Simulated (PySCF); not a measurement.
Al(OH)3 cation (AlH3O3), SMILES [OH][Al]([OH])[OH] (connectivity only; charge and spin as stated), charge +1, multiplicity 2. Atoms are numbered in the order given.

```xyz
7

Al     0.0000     0.0000     0.0000
O     -1.6678     0.0000     0.0000
H     -2.6304     0.0000     0.0000
O      0.8339     1.4443     0.0000
H      1.3152     2.2780     0.0000
O      0.8339    -1.4443     0.0000
H      1.3152    -2.2780     0.0000
```
Charge +1, spin multiplicity 2.

Coordinates come from a r2SCAN-D4/def2-SVP optimisation. The spin state was assumed, not searched. The isomer is the one that the SMILES or the coordinates give; other isomers of the formula were not compared. One conformer was computed; it need not be the lowest.

These are TDA-CAM-B3LYP/def2-SVPD (PySCF) values and carry that method's errors.

Vertical excitations; the highest root listed may be one member of a degenerate set. Isolated molecule, no solvent.

Computed UV-visible absorptions:
| state | energy (eV) | λ (nm) | f | main pairs |
|---|---|---|---|---|
| root 1 | 0.71 | 1741 | 0.000 | β HOMO−2→LUMO (degenerate set) |
| root 2 | 0.71 | 1741 | 0.000 | β HOMO−3→LUMO (degenerate set) |
| root 3 | 1.47 | 844 | 0.000 | β HOMO−4→LUMO 99 % |
| root 4 | 2.03 | 610 | 0.156 | β HOMO→LUMO (degenerate set) |
| root 5 | 2.03 | 610 | 0.156 | β HOMO−1→LUMO (degenerate set) |
| root 6 | 6.11 | 203 | 0.002 | β HOMO−5→LUMO (degenerate set) |
| root 7 | 6.11 | 203 | 0.002 | β HOMO−6→LUMO (degenerate set) |
| root 8 | 7.35 | 169 | 0.023 | β HOMO→LUMO+1 (degenerate set) |
| root 9 | 7.35 | 169 | 0.023 | β HOMO−1→LUMO+1 (degenerate set) |
| root 10 | 7.42 | 167 | 0.000 | β HOMO−7→LUMO 99 % |
Unrestricted roots are not spin-pure.
